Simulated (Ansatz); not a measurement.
Compare A (`O[CH2][GeH2][SiH3]`) with its isomer B (`O[CH]([SiH3])[GeH3]`).

Calculated with Ansatz (gas phase, PBE0-D4/def2-TZVP geometries, no zero-point term in ΔE). CBS: MP2 limit from def2 TZ/QZ plus the TZ coupled-cluster correction, frozen cores. DFT in def2-TZVPP. B3LYP here is the variant with VWN-RPA as its local correlation; programs differ in this. For Ge outer-core shells are correlated without core-valence functions, which leaves a few kJ/mol of doubt a bond. Scalar relativity is left out up to krypton. One conformer a species, not always the lowest.

Which isomer does CCSD(T)/CBS put lower? Give the gap. (Estimate.)

Ansatz gave: A, by 6.4 kcal/mol.

Give E(B) − E(A) in kcal/mol with MP2/def2-TZVPP, CCSD/def2-TZVPP, HF/def2-TZVPP, B3LYP, PBE0-D4, CCSD(T)/def2-TZVPP, r2SCAN-D4. (Estimate.)

The calculation gave: MP2/def2-TZVPP 5.9, CCSD/def2-TZVPP 6.9, HF/def2-TZVPP 7.2, B3LYP 7.8, PBE0-D4 8.0, CCSD(T)/def2-TZVPP 6.6, r2SCAN-D4 7.1. None reverses the order clearly.

Largest T1 diagnostic: 0.012.

The D4 term adds −1.0 kcal/mol with B3LYP and −0.5 kcal/mol with PBE0; it sums over pairs of atoms, weighted by their polarisabilities, and B3LYP, whose exchange is more repulsive, gets the larger term.
